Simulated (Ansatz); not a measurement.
Ansatz (an electronic-structure program) input (PBE0/STO-3G):

Ansatz 0.2 input:
```yaml
crystal:
  periodic: [false, false, false]
  atoms:
    - {symbol: Si, position_ang: [0.26100997, -0.13447417, -0.93505675]}
    - {symbol: Br, position_ang: [-0.32797118, 0.37094639, 1.32338776]}
    - {symbol: O, position_ang: [0.75234544, 1.13268585, -1.66098157]}
    - {symbol: O, position_ang: [-1.10632530, -0.90246041, -1.50232923]}
    - {symbol: O, position_ang: [1.27310125, -1.43909944, -0.70222426]}
    - {symbol: H, position_ang: [-1.62754562, -0.26937040, -2.00378101]}
    - {symbol: H, position_ang: [2.09942589, -1.16012317, -0.29971574]}
basis:
  gaussian:
    orbitals: STO-3G
hamiltonian:
  xc: {name: PBE0}
total_charge: -1
```

End of the output:

```
integrals: 0.01 GiB planned
519 factors; integrals over basis functions are off by at most 4.1e-5 eV
mean field: 0.18 GiB planned
mean field evaluation 1: about -83132.5412 eV, gradient 3.7e1 eV
mean field evaluation 2: about -83100.5801 eV, gradient 1.2e2 eV
mean field evaluation 4: about -83137.9377 eV, gradient 4.9e0 eV
mean field evaluation 8: about -83138.0211 eV, gradient 3.7e-2 eV
mean field -83138.02110143 eV, -3055.2659225030 hartree, gradient 1.9e-5 eV, S^2 0.000000; 0 other end points of the search recorded, 0 dependent functions left out
reference -83138.02111445 eV, -3055.2659229813 hartree; 38, 38 occupied and 6, 6 virtual orbitals, 519 factors
Total energy: -83138.02111445 eV, -3055.2659229813 hartree
```

It need not be the lowest isomer of its formula. Whether it binds its extra electron was not tested at this geometry.
